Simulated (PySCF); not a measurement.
C2H8BNOS, SMILES CN(C)B(O)S. Atoms are numbered in the order given.

```xyz
14

B      0.0407     0.5465     0.1507
N     -0.7465    -0.5542    -0.2538
C     -2.1808    -0.4370    -0.4198
C     -0.2321    -1.8738    -0.5349
H     -2.4824    -0.6792    -1.4568
H     -2.7176    -1.1344     0.2516
H     -2.5064     0.5853    -0.1923
H     -0.6829    -2.6317     0.1343
H     -0.4557    -2.1782    -1.5754
H      0.8578    -1.9119    -0.4005
O     -0.5786     1.7514     0.3849
H      0.0184     2.4527     0.6600
S      1.8716     0.3076     0.3461
H      2.1512     1.5760     0.7129
```
Charge 0, spin multiplicity 1.

The structure is a stationary point at r2SCAN-D4/def2-SVP. One conformer was computed; it need not be the lowest.

Vertical ionisation energy (IE) and electron affinity (EA) in eV. Rows of orbital energies are one-electron estimates. Where ΔSCF, EOM or ADC give a negative EA the extra electron is unbound and the value depends on the basis.

```json
[
 {"level": "−ε(HOMO), −ε(LUMO), r2SCAN/def2-TZVP (PySCF)", "IE": "5.57", "EA": "0.19"},
 {"level": "−ε(HOMO), −ε(LUMO), PBE/def2-TZVP (PySCF)", "IE": "…", "EA": "…"}
]
```

### Question
What belongs in the gaps? (An estimate is asked for; the answer gives what the named calculation found.)

### Answer

- −ε(HOMO), −ε(LUMO), PBE/def2-TZVP (PySCF), IE: 5.34
- −ε(HOMO), −ε(LUMO), PBE/def2-TZVP (PySCF), EA: 0.65
